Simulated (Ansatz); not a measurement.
Geometry optimisation, RHF/def2-SVP (Ansatz).

input.yaml

```yaml
crystal:
  periodic: [false, false, false]
  atoms:
    - { symbol: "N", position_ang: [-1.9983, 0.2982, 0.3065] }
    - { symbol: Si, position_ang: [-0.561, -0.186, -0.545] }
    - { symbol: Sn, position_ang: [-1.25908, -1.02936, -2.78091] }
    - { symbol: Ge, position_ang: [0.56862, -1.92999, 0.59982] }
    - { symbol: F, position_ang: [-0.54406, -3.22738, 0.80319] }
    - { symbol: H, position_ang: [-1.7496, 0.7584, 1.2115] }
    - { symbol: H, position_ang: [-2.4167, 1.1341, -0.2592] }
    - { symbol: H, position_ang: [0.37394, 0.92186, -0.71208] }
    - { symbol: H, position_ang: [0.13504, -1.60513, -3.67211] }
    - { symbol: H, position_ang: [-2.09595, 0.19056, -3.68456] }
    - { symbol: H, position_ang: [-2.35354, -2.42705, -2.57593] }
    - { symbol: H, position_ang: [1.77753, -2.34024, -0.17951] }
    - { symbol: H, position_ang: [0.93712, -1.30773, 2.05627] }
basis:
  gaussian: { orbitals: def2-SVP }
hamiltonian:
  xc: hf
relax:
  f_tol: 0.015
  max_steps: 40
```

Command:

```bash
$ ansatz run input.yaml --threads 2 --pin off --max-ram 3072MiB --backend cpu --events-out ev --progress --plain --runs-dir out
```

Task: Where does it end, and by what steps?

Result: The run converged. After 24 steps the energy has fallen by 0.704 eV; F5 moved furthest, 1.06 Å.

```
step  energy less start (eV)  largest force component (eV/Å)  accepted
   0                  0.0000                           3.873       yes
   1                 -0.4877                           1.436       yes
   2                 -0.6049                           0.643       yes
   3                 -0.6387                           0.623       yes
   4                 -0.6300                           0.615        no
   5                 -0.6726                           0.293       yes
   6                 -0.6816                           0.064       yes
   7                 -0.6828                           0.059       yes
   8                 -0.6843                           0.318       yes
   9                 -0.6885                           0.169       yes
  10                 -0.6906                           0.094       yes
  11                 -0.6929                           0.092       yes
  12                 -0.6931                           0.283       yes
  13                 -0.6964                           0.129       yes
  14                 -0.6977                           0.037       yes
  15                 -0.6998                           0.034       yes
  16                 -0.6993                           0.257        no
  17                 -0.7016                           0.062       yes
  18                 -0.7022                           0.112       yes
  19                 -0.7033                           0.085       yes
  20                 -0.7036                           0.073       yes
  21                 -0.7041                           0.035       yes
  22                 -0.7043                           0.022       yes
  23                 -0.7044                           0.018       yes
  24                 -0.7044                           0.010       yes
```

```xyz
13
Properties=species:S:1:pos:R:3
N -1.771 0.587 0.328
Si -0.470 -0.068 -0.611
Sn -1.417 -1.149 -2.783
Ge 0.591 -1.820 0.667
F 0.046 -3.306 -0.071
H -1.629 0.890 1.272
H -2.505 1.114 -0.106
H 0.595 0.911 -0.971
H -0.157 -1.885 -3.672
H -2.133 0.062 -3.769
H -2.615 -2.308 -2.414
H 2.119 -1.867 0.562
H 0.161 -1.910 2.136
```

The run took 110 s on 2 threads of Arm Neoverse V2 (shared host), peak memory 0.47 GiB.
